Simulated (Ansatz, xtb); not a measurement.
# Ranking isomers of C3H3BF2O

5 gas-phase structures of C3H3BF2O, from a drawn sample of its isomers (lower ones may exist). Each was relaxed with GFN2-xTB; where two conformers were screened, the lower at r2SCAN-D4/def2-SVP is listed:

A. `FB(F)C1=CCO1`, a singlet
B. `FB(F)[C@@H]1C=CO1`, a singlet
C. `O=C=CCB(F)F`, a singlet
D. `C=C(C=O)B(F)F`, a singlet
E. `CC(=C=O)B(F)F`, a singlet

Estimate their order in r2SCAN-D4/def2-SVP energy at these geometries, lowest first.

Calculated order at r2SCAN-D4/def2-SVP: E (0.0), D (14.9), C (15.0), A (40.3), B (44.5) kcal/mol. Less than 1 kcal/mol parts D and C, so the order within that pair means little.

Energies above the lowest of each column, in kcal/mol; the last columns are at B3LYP-D3(BJ)/def2-SVP geometries and were run for some of them only (a dash: not run or not comparable):

```json
{"structure": "E", "GFN2-xTB": "0.0", "HF/STO-3G": "0.0", "r2SCAN-D4/def2-SVP": "0.0", "B3LYP-D3(BJ)/def2-SVP": "0.0", "CCSD(T)/def2-SVP + ΔMP2/def2-TZVPP": "0.0"}
{"structure": "D", "GFN2-xTB": "23.3", "HF/STO-3G": "12.7", "r2SCAN-D4/def2-SVP": "14.9", "B3LYP-D3(BJ)/def2-SVP": "12.3", "CCSD(T)/def2-SVP + ΔMP2/def2-TZVPP": "10.5"}
{"structure": "C", "GFN2-xTB": "11.8", "HF/STO-3G": "14.2", "r2SCAN-D4/def2-SVP": "15.0", "B3LYP-D3(BJ)/def2-SVP": "14.0", "CCSD(T)/def2-SVP + ΔMP2/def2-TZVPP": "13.4"}
{"structure": "A", "GFN2-xTB": "24.6", "HF/STO-3G": "15.2", "r2SCAN-D4/def2-SVP": "40.3", "B3LYP-D3(BJ)/def2-SVP": "–", "CCSD(T)/def2-SVP + ΔMP2/def2-TZVPP": "–"}
{"structure": "B", "GFN2-xTB": "29.4", "HF/STO-3G": "20.9", "r2SCAN-D4/def2-SVP": "44.5", "B3LYP-D3(BJ)/def2-SVP": "–", "CCSD(T)/def2-SVP + ΔMP2/def2-TZVPP": "–"}
```

Every level run on E puts it lowest or level with the lowest. Flexible structures stand in one conformer each, not always the lowest. E keeps a small imaginary mode. Frequencies (GFN2-xTB) were run for C, D, E alone. ΔMP2 is the change of the MP2 energy from the smaller to the larger basis.

Over these structures GFN2-xTB departs from r2SCAN-D4/def2-SVP by 8.2 kcal/mol on average once a common shift is removed. A GFN2-xTB relaxation took about 0.14 s and the r2SCAN-D4/def2-SVP energy about 2.5 s on a shared host (Ansatz 0.2.0, xtb 6.7.1).
